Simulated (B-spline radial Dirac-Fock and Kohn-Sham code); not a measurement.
## Rh: scattering cross sections and density moments

System: the Rh atom, configuration [Kr] 4d9 (an excited configuration).

The run's input, task.json:

```json
{"items": [{
  "Z": 45,
  "q": 0,
  "cfg": [[1, 0, 2], [2, 0, 2], [2, 1, 6], [3, 0, 2], [3, 1, 6], [3, 2, 10], [4, 0, 2], [4, 1, 6], [4, 2, 9]],
  "A": 103,
  "rrms": 4.4945,
  "do": ["scatter"],
  "s": [0.0, 0.07, 0.09, 0.1, 0.12, 0.14, 0.17, 0.21, 0.25, 0.29, 0.35, 0.42, 0.5, 0.59, 0.71, 0.84, 1.01, 1.2, 1.43, 1.71, 2.04, 2.43, 2.9],
  "pz": [0, 0.1, 0.2, 0.3, 0.4, 0.5, 0.6, 0.8, 1.0, 1.2, 1.4, 1.6, 1.8, 2.0, 2.5, 3.0, 4.0, 5.0, 7.0, 10.0, 15.0, 20.0, 30.0, 40.0, 60.0, 100.0],
  "hv_scatter": [5000, 8047.8, 17479.3, 20000, 30000, 100000, 200000, 1000000]
}]}
```

Run with: `python xray_run.py task.json out`

Method: Dirac-Fock densities. Computed with a radial finite-basis atomic code.

```
Sum of ⟨r⟩                          : 31.33 bohr
Sum of ⟨r²⟩                         : 44.75 bohr²
Sum of ⟨1/r⟩                        : 257.54 per bohr
Langevin diamagnetic susceptibility : -35.4 × 10⁻⁶ cm³/mol
Lamb shielding (α²/3)Σ⟨1/r⟩         : 4571 ppm
```

Coherent scattering is the Thomson cross section weighted by f₀², without anomalous dispersion; incoherent scattering is Klein-Nishina weighted by S. The Lamb formula is the non-relativistic shielding expression. Electron correlation is left out.

| hν (keV) | coherent (b) | incoherent (b) | incoherent per electron (b) |
| --- | --- | --- | --- |
| 5 | 741.4 | 6.467 | 0.144 |
| 8.0478 | 509.3 | 9.655 | 0.215 |
| 17.4793 | 224.3 | 15.16 | 0.337 |
| 20 | 187.2 | 16.05 | 0.357 |
| 30 | 105.3 | 18.39 | 0.409 |
| 100 | 14.76 | 20.04 | 0.445 |
| 200 | 4.205 | 17.54 | 0.390 |
| 1000 | 0.1849 | 9.463 | 0.210 |

Incoherent scattering overtakes coherent scattering between 30 and 100 keV.
